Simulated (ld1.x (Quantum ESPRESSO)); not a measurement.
## Reading a pseudo-wave (S)

Columns: radius, all-electron u(r) and pseudo u(r) of the 3s shell (level -17.28 eV) of sulfur in the configuration [Ne] 3s2 3p4; LDA (PZ), scalar-relativistic, TM scheme, ld1.x (Quantum ESPRESSO) 7.5.

```
r (bohr)  all-electron  pseudo
   0.082        0.1674  0.0685
   0.165       -0.1343  0.1318
   0.248       -0.3529  0.1843
   0.330       -0.4123  0.2229
   0.413       -0.3505  0.2501
   0.495       -0.2177  0.2710
   0.578       -0.0503  0.2948
   0.660        0.1216  0.3299
   0.742        0.2838  0.3843
   0.825        0.4291  0.4623
   0.908        0.5515  0.5568
   0.990        0.6489  0.6490
   1.072        0.7237  0.7237
   1.155        0.7784  0.7784
   1.238        0.8143  0.8143
   1.320        0.8340  0.8340
   1.402        0.8402  0.8402
   1.485        0.8355  0.8355
   1.568        0.8218  0.8218
   1.650        0.8013  0.8013
   1.733        0.7752  0.7752
   1.815        0.7456  0.7456
   1.898        0.7130  0.7130
   1.980        0.6790  0.6790
   2.062        0.6441  0.6441
   2.145        0.6084  0.6084
```

Question: How many radial nodes do the two functions have?

Answer: The all-electron 3s function has n − l − 1 = 2; the pseudo-wave has 0, since the states of the same l below it are removed with the core.

Question: At about which radius was the pseudo-wave matched?

Answer: 1.05 bohr, where the columns begin to agree (steps of 0.08 bohr).

Question: Is the pseudo-wave norm-conserving?

Answer: Yes: the TM scheme keeps the norm inside the radius equal to the all-electron one, which fixes the energy derivative of the logarithmic derivative at the level.
